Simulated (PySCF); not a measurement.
Atom-mapped SMILES (the numbers label the heavy atoms): `[SH:1][Si:2]([Cl:3])([Cl:4])[Cl:5]` (H(Xn): hydrogen on atom n).

Computational details: GIAO B97-2/pcSseg-2 shieldings, structure optimised with PBE0-D3(BJ)/def2-TZVP, in PySCF 2.14 (one conformer, one averaged value for each set of equivalent atoms, in vacuum, relativity neglected).

δ = σ(ref) − σ, references computed at the same level: ¹H (σref 31.64) and ²⁹Si (σref 348.46) vs TMS; ³³S (σref 517.10) against CS2; HCl for ³⁵Cl (σref 941.52).

| atoms | nucleus | count | δ (ppm) |
| --- | --- | --- | --- |
| H(S1) | ¹H | 1 | 1.64 |
| S1 | ³³S | 1 | -84 |
| Si2 | ²⁹Si | 1 | ? |
| Cl3/Cl4/Cl5 | ³⁵Cl | 3 | ? |

Question: Fill in the missing shifts.

Answer: 
- Si2: 21.0 ppm, silicon bonded to 3 Cl, S
- Cl3/Cl4/Cl5: 172 ppm, chlorine bonded to Si

Exchangeable OH/NH protons stand at their gas-phase positions; hydrogen bonding in a real sample shifts them, mostly to higher δ.
